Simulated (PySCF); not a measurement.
Cartesian coordinates (Å):
```xyz
5

Sn     0.0000     0.0001     0.0000
H      1.2789    -1.1219    -0.0591
H      0.6221     1.5780    -0.1457
H     -1.0810    -0.3043    -1.2793
H     -0.8201    -0.1519     1.4840
```
Charge 0, spin multiplicity 1.

**Question.** What LUMO, HOMO and total energy does r2SCAN-D4/def2-TZVP (PySCF) give?

**Answer.** 
The LUMO comes out as 0.12 eV, the HOMO comes out as -8.26 eV and the total energy is -216.7416 Ha.
